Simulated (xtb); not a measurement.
Ge(F)2(Cl)(NH2) (ClF2GeH2N), SMILES [NH2][Ge]([F])([F])[Cl]. All values are semi-empirical tight-binding results from xtb (GFN2-xTB unless named), good for trends rather than for accurate numbers. The structure is a stationary point at GFN2-xTB. This is a generated structure with no PubChem entry under its InChIKey; it may be hypothetical. One conformer was computed; it need not be the lowest.

For metal compounds this method's bond lengths and energies can be far off.

Computed properties:
| Item | Result |
|---|---|
| orbital gap | 6.02 eV |
| zero-point energy | 17.9 kcal/mol |
| G − E(el) at 298.15 K (modified RRHO) | -2.7 kcal/mol |
